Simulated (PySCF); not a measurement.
Electron correlation in Si(2+) (silicon, charge +2)

[Ne] 3s2, closed-shell 1S. Calculation: PySCF 2.14, in cc-pV(D+d)Z (4s3p2d, 23 functions); no relativity, point nucleus. Frozen: [Ne]; 2 electrons correlated.

Total MP2 correlation energy: -28.92 mhartree.

Same-spin part 0.00 and opposite-spin part -28.92 mhartree; SCS-MP2 scales them by 1/3 and 6/5 to -34.70 mhartree.

With two correlated electrons CCSD is exact within the correlated space (frozen core and kept virtual orbitals).

```
level  correlation energy (mhartree)
 CCSD                         -43.67
```

Diagnostics: T1 = 0.0054, D1 = 0.0076, largest double amplitude 0.117.

Cost of the coupled-cluster step: 0.04 s of wall time on 1 thread of Neoverse-V2 (shared host), for 2 correlated electrons.

Iterations:

```
CC2 = 0
CCSD nocc = 1, nmo = 18
frozen orbitals [0, 1, 2, 3, 4]
max_cycle = 100
direct = 0
conv_tol = 1e-08
conv_tol_normt = 1e-06
diis_space = 8
diis_start_cycle = 0
Init t2, MP2 energy = -288.016980405473  E_corr(MP2) -0.0289193344042349
Init E_corr(CCSD) = -0.0289193344042349
cycle = 1  E_corr(CCSD) = -0.0379891643027487  dE = -0.0090698299  norm(t1,t2) = 0.0492055
cycle = 2  E_corr(CCSD) = -0.0412488074478052  dE = -0.00325964315  norm(t1,t2) = 0.0211808
cycle = 3  E_corr(CCSD) = -0.0436865270734113  dE = -0.00243771963  norm(t1,t2) = 0.00975127
cycle = 4  E_corr(CCSD) = -0.0436692080809797  dE = 1.73189924e-05  norm(t1,t2) = 0.000480952
cycle = 5  E_corr(CCSD) = -0.0436750790059862  dE = -5.87092501e-06  norm(t1,t2) = 3.38863e-05
cycle = 6  E_corr(CCSD) = -0.0436723962388041  dE = 2.68276718e-06  norm(t1,t2) = 7.61657e-06
cycle = 7  E_corr(CCSD) = -0.0436728459982731  dE = -4.49759469e-07  norm(t1,t2) = 2.17536e-06
cycle = 8  E_corr(CCSD) = -0.0436728853859356  dE = -3.93876625e-08  norm(t1,t2) = 4.96391e-07
cycle = 9  E_corr(CCSD) = -0.0436729036756379  dE = -1.82897023e-08  norm(t1,t2) = 3.45759e-07
cycle = 10  E_corr(CCSD) = -0.0436729752123588  dE = -7.15367208e-08  norm(t1,t2) = 2.7566e-07
cycle = 11  E_corr(CCSD) = -0.0436729758685465  dE = -6.56187722e-10  norm(t1,t2) = 2.39911e-09
CCSD converged
E(CCSD) = -288.0317340469373  E_corr = -0.04367297586854649
```
